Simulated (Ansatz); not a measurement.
```yaml
crystal:
  periodic: [false, false, false]
  atoms:
    - {symbol: C, position_ang: [1.241128, -0.553350, -0.676559]}
    - {symbol: C, position_ang: [-0.037353, -0.875063, -0.407565]}
    - {symbol: C, position_ang: [-0.740009, -0.585738, 0.869424]}
    - {symbol: Al, position_ang: [-0.535915, 1.261364, 0.291180]}
    - {symbol: Cl, position_ang: [0.888830, 2.499700, 1.197412]}
    - {symbol: Cl, position_ang: [-1.800952, 2.102088, -1.148023]}
    - {symbol: H, position_ang: [1.920342, -0.208060, 0.097685]}
    - {symbol: H, position_ang: [1.649478, -0.677690, -1.671037]}
    - {symbol: H, position_ang: [-0.657182, -1.214827, -1.235181]}
    - {symbol: H, position_ang: [-0.136911, -0.773870, 1.757861]}
    - {symbol: H, position_ang: [-1.726158, -1.031455, 0.945403]}
basis:
  gaussian: {orbitals: def2-mTZVPP}
hamiltonian: {xc: {name: LC-wPBE}}
```

```sh
$ ansatz run in.yaml --threads 4 --pin off --events-out ev --progress --plain --max-ram 10444MiB
```

Output, abridged:

```
Functional definition: LC-wPBE
1597 factors; their error is unknown
497 factors; integrals over basis functions are off by at most 2.5e-5 eV
mean field evaluation 1: about -34824.8829 eV, gradient 3.9e1 eV
mean field evaluation 2: about -34827.1961 eV, gradient 2.5e1 eV
mean field evaluation 4: about -34828.5602 eV, gradient 1.4e0 eV
mean field evaluation 8: about -34828.5445 eV, gradient 2.5e-1 eV
mean field evaluation 16: about -34828.5446 eV, gradient 3.2e-5 eV
mean field -34828.54461482 eV, -1279.9254069590 hartree, gradient 3.2e-5 eV, S^2 0.000000; 0 other end points of the search recorded, 0 dependent functions left out
reference -34828.54461482 eV, -1279.9254069593 hartree; 35, 35 occupied and 123, 123 virtual orbitals, 1597 factors
Total energy: -34828.54461482 eV, -1279.9254069593 hartree
```

It took 2.3 s on 4 threads of an Arm Neoverse V1 on a shared host, with 0.5 GiB of host memory at the peak.
